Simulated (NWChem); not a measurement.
Species: CH6N cation; SMILES C[NH3+]

```xyz
8

C      0.0000     0.0000     0.8146
N      0.0000     0.0000    -0.7025
H     -1.0168     0.1956     1.1548
H      0.6778     0.7828     1.1548
H      0.3391    -0.9784     1.1548
H     -0.6253    -0.7236    -1.0803
H      0.9394    -0.1797    -1.0803
H     -0.3140     0.9034    -1.0803
```
Atoms are numbered in this order, from 1.

Computed with NWChem. All runs use the structure optimised with B3LYP/6-31G* (spherical d). GIAO values for the isolated, static molecule; σ is the absolute isotropic shielding, δ = σ(reference) − σ with the isolated reference molecule computed at the same levels (13C: tetramethylsilane, 1H: tetramethylsilane, 15N: ammonia).

```tsv
level	δ C1 (ppm)	δ N2 (ppm)	δ H3 (ppm)	δ H6 (ppm)
PBE0/pcSseg-1	[?]	[?]	3.59	[?]
KT2/pcSseg-1	36.3	46.6	3.57	4.55
PBE/pcSseg-1	35.8	50.5	3.53	4.52
```

Some entries are withheld; supply them.


- PBE0/pcSseg-1, δ C1 (ppm): 35.3
- PBE0/pcSseg-1, δ N2 (ppm): 44.7
- PBE0/pcSseg-1, δ H6 (ppm): 4.63
